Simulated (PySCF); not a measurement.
## Ge: excitation energy

Ge [Ar] 3d10 4s2 4p2 (3P) → Ge [Ar] 3d10 4s2 4p1 5s1 (3P), as a difference of total energies. All numbers are calculated (PySCF 2.14, a scalar-relativistic core potential, in aug-cc-pVTZ-PP with one added diffuse shell each of s, d, f type with ECP10MDF (7s5p5d3f, 68 functions)). Correlated levels: valence: 3s2 3p6 3d10 frozen. The calculations carry no spin-orbit coupling.

```json
{"method": "UHF", "excitation energy (eV)": "4.394", "error (eV)": "-0.254"}
{"method": "LDA", "excitation energy (eV)": "4.511", "error (eV)": "-0.137"}
{"method": "PBE", "excitation energy (eV)": "4.442", "error (eV)": "-0.206"}
{"method": "PBE0", "excitation energy (eV)": "4.547", "error (eV)": "-0.101"}
{"method": "r2SCAN", "excitation energy (eV)": "4.767", "error (eV)": "+0.119"}
{"method": "BHandHLYP", "excitation energy (eV)": "4.553", "error (eV)": "-0.095"}
{"method": "wB97X-V", "excitation energy (eV)": "4.571", "error (eV)": "-0.077"}
{"method": "MN15", "excitation energy (eV)": "4.531", "error (eV)": "-0.117"}
{"method": "r2SCANh", "excitation energy (eV)": "4.768", "error (eV)": "+0.120"}
{"method": "MP2 (valence)", "excitation energy (eV)": "4.580", "error (eV)": "-0.068"}
{"method": "SCS-MP2 (valence)", "excitation energy (eV)": "4.547", "error (eV)": "-0.101"}
```

Reference: 4.648 eV (measured; NIST levels, between the centres of gravity of the two terms).

Errors of the correlated levels include the incompleteness of this basis and the frozen core.
